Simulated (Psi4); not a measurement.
CH₅N₂S (SMILES NC([NH3+])=S), charge +1, singlet, geometry from GFN2-xTB; Psi4 with HF/6-31G, TDHF.

Here is a job for Psi4.
```
memory 2 GB

molecule mol {
1 1
N     1.144349   -1.060362   -0.251063
C     0.119105   -0.235394   -0.050813
N    -1.237695   -0.947136   -0.141833
S     0.093242    1.340962    0.261319
H     1.064422   -2.047133   -0.442946
H     2.075682   -0.672325   -0.208428
H    -1.955910   -0.223575    0.027200
H    -1.338686   -1.685851    0.570243
H    -1.398583   -1.361652   -1.072018
symmetry c1
}

set {
  basis 6-31g
  reference rhf
  puream true
  save_jk true
  tdscf_states [5]
  tdscf_tda false
  d_convergence 1e-8
}

energy('td-scf')
print_variables()
```

What the program printed (banner, timings and long lists left out):

```
   => Loading Basis Set <=

    Name: 6-31G
    Role: ORBITAL
    Keyword: BASIS

         ---------------------------------------------------------
                                   SCF
               by Justin Turney, Rob Parrish, Andy Simmonett
                          and Daniel G. A. Smith
                              RHF Reference
         ---------------------------------------------------------

  ==> Geometry <==

    Molecular point group: c1
    Full point group: C1

    Geometry (in Angstrom), charge = 1, multiplicity = 1:

       Center              X                  Y                   Z               Mass
    ------------   -----------------  -----------------  -----------------  -----------------
         N            1.124378939157    -1.136968761261    -0.265457709729    14.003074004430
         C            0.099134939157    -0.312000761261    -0.065207709729    12.000000000000
         N           -1.257665060843    -1.023742761261    -0.156227709729    14.003074004430
         S            0.073271939157     1.264355238739     0.246924290271    31.972071174400
         H            1.044451939157    -2.123739761261    -0.457340709729     1.007825032230
         H            2.055711939157    -0.748931761261    -0.222822709729     1.007825032230
         H           -1.975880060843    -0.300181761261     0.012805290271     1.007825032230
         H           -1.358656060843    -1.762457761261     0.555848290271     1.007825032230
         H           -1.418553060843    -1.438258761261    -1.086412709729     1.007825032230

  Running in c1 symmetry.

  Rotational constants: A =      0.30929  B =      0.16724  C =      0.11056 [cm^-1]
  Rotational constants: A =   9272.34932  B =   5013.82365  C =   3314.54025 [MHz]
  Nuclear repulsion =  165.978553286734467

  Charge       = 1
  Multiplicity = 1
  Electrons    = 40
  Nalpha       = 20
  Nbeta        = 20

  ==> Algorithm <==

  SCF Algorithm Type is DF.
  DIIS enabled.
  MOM disabled.
  Fractional occupation disabled.
  Guess Type is SAD.
  Energy threshold   = 1.00e-06
  Density threshold  = 1.00e-08
  Integral threshold = 1.00e-12

  ==> Primary Basis <==

  Basis Set: 6-31G
    Blend: 6-31G
    Number of shells: 32
    Number of basis functions: 50
    Number of Cartesian functions: 50
    Spherical Harmonics?: true
    Max angular momentum: 1

   => Loading Basis Set <=

    Name: (6-31G AUX)
    Role: JKFIT
    Keyword: DF_BASIS_SCF

  ==> Integral Setup <==

[...]
  @DF-RHF Final Energy:  -546.83583898138261
    Total Energy =                       -546.8358389813827216
[...]
Only contributions with abs(coeff) > 1.00e-01 will be printed:

Excited State    1 (1 A):   0.15516 au   293.66 nm f = 0.0000
  Sums of squares: Xssq =  1.005057e+00; Yssq =  5.056779e-03; Xssq - Yssq =  1.000000e+00
     19a  ->  21a     0.992834 (98.572%)
     19a  ->  24a     0.102313 ( 1.047%)

Excited State    2 (1 A):   0.21619 au   210.76 nm f = 0.3302
  Sums of squares: Xssq =  1.013625e+00; Yssq =  1.362485e-02; Xssq - Yssq =  1.000000e+00
     19a  ->  25a    -0.102118 ( 1.043%)
     20a  ->  21a     0.970117 (94.113%)

Excited State    3 (1 A):   0.30966 au   147.14 nm f = 0.0004
  Sums of squares: Xssq =  1.000850e+00; Yssq =  8.503079e-04; Xssq - Yssq =  1.000000e+00
     18a  ->  21a     0.165849 ( 2.751%)
     20a  ->  22a    -0.901286 (81.232%)
     20a  ->  23a    -0.261774 ( 6.853%)
     20a  ->  26a    -0.190896 ( 3.644%)
     20a  ->  27a     0.126230 ( 1.593%)

Excited State    4 (1 A):   0.31469 au   144.79 nm f = 0.0453
  Sums of squares: Xssq =  1.002357e+00; Yssq =  2.356577e-03; Xssq - Yssq =  1.000000e+00
     19a  ->  22a     0.506421 (25.646%)
     19a  ->  23a     0.676037 (45.703%)
     19a  ->  25a    -0.289465 ( 8.379%)
     19a  ->  26a    -0.149124 ( 2.224%)
     19a  ->  27a    -0.391838 (15.354%)

Excited State    5 (1 A):   0.31876 au   142.94 nm f = 0.0004
  Sums of squares: Xssq =  1.003002e+00; Yssq =  3.001603e-03; Xssq - Yssq =  1.000000e+00
     20a  ->  22a     0.220981 ( 4.883%)
     20a  ->  23a    -0.803197 (64.513%)
     20a  ->  25a    -0.198789 ( 3.952%)
     20a  ->  26a     0.292279 ( 8.543%)
     20a  ->  27a     0.385506 (14.861%)

******************************************************************************************
**********                               WARNING                                **********
**********       The names of excited state variables changed between 1.5       **********
**********     and 1.6. For a quick solution, remove the symmetry specifier     **********
**********   from the variable name. For full details, see 'Notes on Psivars'   **********
**********                        in the documentation.                         **********
******************************************************************************************

  Variable Map:
  ----------------------------------------------------------------------------
[...]
  Array Variable Map:
  ----------------------------------------------------------------------------
[...]
[...]
```
